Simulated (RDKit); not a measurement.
A run for RDKit: UFF on C2H4O2 (a complex).

```python
from rdkit import Chem
from rdkit.Chem import AllChem, rdDetermineBonds

blocks = [
'''2

C     0.68015228    0.49605873    0.41921731
O     0.85019996    0.37850107   -0.68467860
''',
'''6

C     0.03100115   -0.71341523    4.01091366
O    -0.47167479    0.49099618    3.45681488
H    -0.11684614   -1.57076571    3.34352628
H    -0.52282278   -0.89894889    4.93063914
H     1.09642959   -0.64284776    4.25962398
H    -0.01587809    0.65618760    2.62401762
''',
]
mol = None
for b in blocks:
    f = Chem.MolFromXYZBlock(b)
    rdDetermineBonds.DetermineBonds(f, charge=0)
    mol = f if mol is None else Chem.CombineMols(mol, f)
Chem.SanitizeMol(mol)
print(Chem.MolToSmiles(Chem.RemoveHs(mol)))
ff = AllChem.UFFGetMoleculeForceField(mol, vdwThresh=100.0, ignoreInterfragInteractions=False)
e = ff.CalcEnergy()
print(f'UFF energy {e:.6f} kcal/mol')
```

Output:

```
CO.[C-]#[O+]
UFF energy 6.127462 kcal/mol
```

The run finished.

Cost: very roughly 0.020 core-seconds.
